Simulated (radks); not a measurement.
The osmium anion Os- inside a hard spherical wall (all orbitals vanish at R), configuration held at [Xe] 4f14 5d7 6s2 and not refilled when levels cross. Calculated with a radial shooting solver on a logarithmic mesh with Libxc functionals: scalar-relativistic Kohn-Sham, r2SCAN, spin-polarised, spherical densities, finite nucleus; open shells are filled with parallel spins first (spin-orbit coupling, left out, can overturn this in heavy ions); meta-GGA in the generalised Kohn-Sham scheme; Fermi nuclear charge, rms radius 5.4126 fm. Eigenvalues in eV for spin up, with the zero of energy where the potential of the charges vanishes at infinity; a dash marks a level that is unbound or too diffuse for the functional's potential to be trusted. A positive occupied level is held by the wall or, in an anion where self-interaction has pushed it up, behind a barrier. The pressure on the wall is -dE/dV.

R (bohr)	E (hartree)	kinetic (hartree)	e(5p)	e(4f)	e(6s)	e(5d)	e(7s, empty)	e(6p, empty)	pressure (GPa)
20	-17252.7593	19115.863	-45.294	-44.680	-0.829	-0.139	2.460	2.564	0.00185
15	-17252.7584	19115.852	-44.842	-44.245	-0.524	0.272	3.406	3.216	0.00191
12	-17252.7574	19115.855	-44.670	-44.079	-0.404	0.431	4.599	3.662	0.0107
10	-17252.7547	19115.869	-44.439	-43.854	-0.233	0.646	6.207	4.121	0.0578
8	-17252.7428	19115.933	-43.849	-43.273	0.225	1.188	9.608	5.071	0.454
6	-17252.6695	19116.286	-41.925	-41.319	1.865	2.907	18.926	7.897	5.58
5	-17252.5124	19116.964	-39.382	-38.637	4.358	5.166	30.650	11.772	24.9
3.5	-17251.2500	19121.741	-29.065	-26.909	18.499	15.176	83.363	31.831	396
2.5	-17245.5107	19142.359	-7.736	-0.768	65.994	40.433	217.68	92.627	4940
1.5	-17184.0126	19342.385	111.89	112.23	395.82	191.18	911.88	461.36	200000
